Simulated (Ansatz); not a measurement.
**Counterpoise correction, worked out**

The pair of Ag⁺ (SMILES [Ag+], atom 1) and CH2O (SMILES C=O, atoms 2–5), both closed shells, in one local arrangement (a lower one may exist), relaxed at PBE0-D4/def2-TZVP:

Ag1  (-0.012, -0.038, -2.566)
C2  (0.019, 0.011, 0.657)
O3  (-0.526, -0.061, -0.424)
H4  (1.107, 0.127, 0.762)
H5  (-0.589, -0.039, 1.571)
(Å)

Ansatz 0.2.0; basis: def2-TZVPPD; cores frozen in the correlated methods. Filled d shells of the heavier atoms are correlated. Core potentials replace the inner electrons of the atoms past krypton.

CCSD(T) total energies in eV:

| system | geometry | basis functions | energy |
| --- | --- | --- | --- |
| pair | pair | all | -7098.78526 |
| Ag⁺ | as in the pair | all (partner as ghosts) | -3986.19525 |
| CH2O | as in the pair | all (partner as ghosts) | -3111.36158 |
| Ag⁺ | as in the pair | its own | -3986.13302 |
| CH2O | as in the pair | its own | -3111.35178 |
| Ag⁺ | free (PBE0-D4 minimum) | its own | -3986.13302 |
| CH2O | free (PBE0-D4 minimum) | its own | -3111.34809 |

**Question.** Work out the interaction energy with and without the counterpoise correction, the superposition error, and the binding energy from the relaxed fragments.

**Answer.** Without correction: -7098.78526 − (-3986.13302) − (-3111.35178) = -1.30046 eV.
With correction (each fragment in the whole basis): -7098.78526 − (-3986.19525) − (-3111.36158) = -1.22843 eV = -28.33 kcal/mol.
The superposition error is the difference, 0.07203 eV, 6 % of the uncorrected value: each fragment borrows its partner's functions.
Deformation from the free shapes: 0.00000 eV for Ag⁺ and -0.00369 eV for CH2O (a small negative value is possible, since the free shapes are minima of another method).
Binding energy from relaxed fragments: -1.22843 + 0.00000 + (-0.00369) = -1.23212 eV = -28.41 kcal/mol (electronic, without zero-point energy; negative means bound). For comparison, the corrected interaction energy by CCSD(T) at an estimated basis limit (MP2 extrapolated from triple and quadruple zeta, plus CCSD(T) − MP2 in triple zeta) is -1.357 eV; triple zeta with the correction binds less.

The T1 diagnostic stays at or below 0.017.

For scale, one of the runs: CCSD(T)/def2-TZVPPD, 167 basis functions, launched by `ansatz run in.yaml --threads 2 --pin off --events-out ev --progress --plain --max-ram 5222MiB`. Hardware: 2 CPU threads of an Arm Neoverse V1, shared host. Wall time 65 s; peak host memory 1.7 GiB.
